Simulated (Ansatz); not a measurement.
Reaction (isomerisation): `C=C(N)BF` → `C=NB(C)F`

Calculated with Ansatz (gas phase, PBE0-D4/def2-TZVP geometries, no zero-point term in ΔE). CCSD(T)/CBS is the MP2 limit (def2-TZVPP, def2-QZVPP) plus CCSD(T) − MP2 in def2-TZVPP, frozen cores. DFT in def2-TZVPP. HSE06 is defined as in plane-wave codes. Each species was taken in one conformer, which may not be the lowest.

(1) Is it downhill or uphill in electronic energy at CCSD(T)/CBS, and by how much? (Estimate.)

(2) What do these levels give: PBE-D4, revPBE-D4, r2SCAN-D4, r2SCAN0-D4, BLYP, r2SCAN, HSE06, CAM-B3LYP, CCSD/def2-SVP, CCSD/def2-TZVPP, CCSD(T)/def2-TZVPP, CCSD/CBS(def2)? (Best estimate.)

Largest T1 diagnostic among the species: 0.013.

Results:

(1) Ansatz gave: Downhill: ΔE = -90.5 kJ/mol.

(2) Ansatz gave: PBE-D4 -91.2, revPBE-D4 -90.9, r2SCAN-D4 -93.4, r2SCAN0-D4 -92.4, BLYP -98.8, r2SCAN -93.5, HSE06 -91.8, CAM-B3LYP -97.0, CCSD/def2-SVP -111.5, CCSD/def2-TZVPP -96.3, CCSD(T)/def2-TZVPP -94.3, CCSD/CBS(def2) -92.4 kJ/mol.

Leaving LDA and LC-ωPBE aside and taking each functional with its dispersion term where it has one, the values, not all of them listed here, spread over 9.2 kJ/mol, from B97M-V to PBE0-D4. LDA lies +8.0 kJ/mol from PBE without D4. In def2-TZVPP, CCSD(T) changes the Hartree–Fock value by +4.3 kJ/mol (the triples alone add +1.9 kJ/mol) and MP2 by +6.8 kJ/mol.
